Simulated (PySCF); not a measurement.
(ClAlS)3 ring, Al3Cl3S3.
Geometry (PBE0-D3(BJ)/def2-SVP, Å), atoms numbered from 1 in this order:
```
atom  x, y, z in Å
Al1    0.7431    1.8974    0.0044
Cl2    1.5206    3.8337    0.0142
S3    -0.3770    1.3596    1.7828
Al4   -1.0150   -0.7088    1.6151
Cl5   -1.9962   -1.4710    3.2929
S6    -0.8176   -2.1318   -0.0126
Al7    0.2988   -1.2067   -1.6256
Cl8    0.5912   -2.4079   -3.3069
S9     1.1851    0.7661   -1.7900
```

Method: TDDFT CAM-B3LYP/def2-SVPD, vertical, gas phase, core orbitals frozen in the response in PySCF.

```csv
state,E (eV),λ (nm),f,|μ| (D),"main configurations (H = HOMO, L = LUMO)"
S1,5.82,213.0,0.0001,0.06,H-1/H→L (≥82%)
S2,5.83,212.8,0.0000,0.02,H-1/H→L (≥82%)
S3,5.98,207.2,0.0000,0.02,H-1/H→L+1/L+2 (≥84%)
S4,6.26,198.1,0.028,1.08,"H-1/H→L+1/L+2 (≥59%), H-3→L (19%)"
S5,6.27,197.9,0.027,1.07,"H-1/H→L+1/L+2 (≥56%), H-2→L (20%)"
S6,6.33,195.9,0.071,1.72,H-4→L (62%)
S7,6.34,195.5,0.0005,0.14,"H-2→L+1/L+2 (≥42%), H-3→L+1/L+2 (≥41%)"
S8,6.44,192.5,0.0003,0.12,"H-1/H→L+4 (≥40%), H-1/H→L+3 (≥23%)"
S9,6.54,189.7,0.266,3.27,"H-2→L (54%), H-4→L+1/L+2 (≥12%), H-1/H→L+1/L+2 (≥8%)"
S10,6.55,189.4,0.275,3.33,"H-3→L (54%), H-4→L+1/L+2 (≥13%)"
S11,6.59,188.3,0.0019,0.27,"H-3→L+1/L+2 (≥40%), H-2→L+1/L+2 (≥40%)"
S12,6.59,188.1,0.0048,0.44,"H-2→L+1/L+2 (≥39%), H-3→L+1/L+2 (≥39%)"
S13,6.66,186.1,0.0009,0.19,"H-1/H→L+4 (≥31%), H-4→L+3 (17%)"
S14,6.67,185.9,0.0006,0.15,"H-4→L+4 (17%), H-1/H→L+4 (≥16%), H-1/H→L+3 (≥15%)"
```

Triplets (Tamm–Dancoff): T1 5.51 eV, H-1/H→L (≥76%); T2 5.52 eV, H-1/H→L (≥76%); T3 5.64 eV, H-1/H→L+1/L+2 (≥82%).

The lowest singlet level (S1/S2) lies at 5.82 eV (213 nm, ultraviolet) and is dark (f under 0.0005). The most intense listed level is S10 at 6.55 eV (189 nm, f = 0.275), 0.73 eV above S1. S1/S2, S4/S5, S11/S12 and S13/S14 lie within about 0.01 eV of each other in each set. Löwdin shares by element: HOMO (one of a set within 0.03 eV) sulfur 78%, aluminium 8% or more; LUMO aluminium 58%, sulfur 10% or more (atoms not listed hold the other 32%). Weighted by f, the mean energy of these states is 6.50 eV. Orbital energies (eV): HOMO-3 -10.38, HOMO-2 -10.37, HOMO-1 -9.91, HOMO -9.90, LUMO -1.10, LUMO+1 -0.64, LUMO+2 -0.63. The listed states span 0.85 eV, and the widest gap between neighbours is 0.28 eV (S3 to S4). Orbitals of the list HOMO-3 to LUMO+2 that lie within 0.01 eV of each other are written together with a slash and their weights summed (≥ marks a lower bound); for degenerate orbitals outside that list single weights are arbitrary. Singlets were solved by full linear response, triplets in the Tamm–Dancoff approximation. The highest level found (6.73 eV, f 0.0001 so far) is left out, since the window may have cut off a degenerate partner.

Time: 11 min of wall time (grids of density and orbitals included); peak memory 1.5 GiB. Hardware: an Arm Neoverse N1 with one thread, no GPU (shared host).

One conformer stands for the species.
